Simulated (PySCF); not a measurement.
C₆ coefficients of unlike pairs at UHF

Calculated with PySCF 2.14 from the dipole response of each species, C₆(A,B) = (3/π) ∫ α_A(iu) α_B(iu) du, in atomic units, from isotropic polarisabilities. For ions this is the dispersion term alone; charge-induced terms of lower order in 1/R come first.

```tsv
species	configuration	basis	relativity	α (bohr³)	C₆ (like pair)
Te	[Kr] 4d10 5s2 5p4 (3P)	aug-cc-pVQZ-PP with ECP28MDF (7s7p5d3f2g)	core potential	38.15	415.1
Ca⁺	[Ar] 4s1 (2S)	aug-cc-pwCVTZ-X2C (9s8p6d3f)	spin-free X2C	96.31	763.3
V	[Ar] 3d3 4s2 (4F)	def2-TZVPPD (6s6p4d2f1g)	none	132.0	1431
Se	[Ar] 3d10 4s2 4p4 (3P)	x2c-QZVPPall with one added diffuse shell each of s, p, d, f type (12s9p6d5f1g)	spin-free X2C	25.12	208.7
```

**Question.** Estimate C₆ for V with Te.

**Answer.** The integral gives 682.5. The combination rule 2 C_A C_B / (C_A α_B/α_A + C_B α_A/α_B) gives 642.1 and the geometric mean 770.6.

No spin-orbit coupling is included.

The other pairs:

```tsv
pair	C₆
V, Ca⁺	1042
Ca⁺, Te	483.6
Se, Te	293.6
Se, Ca⁺	331.4
Se, V	468.8
```
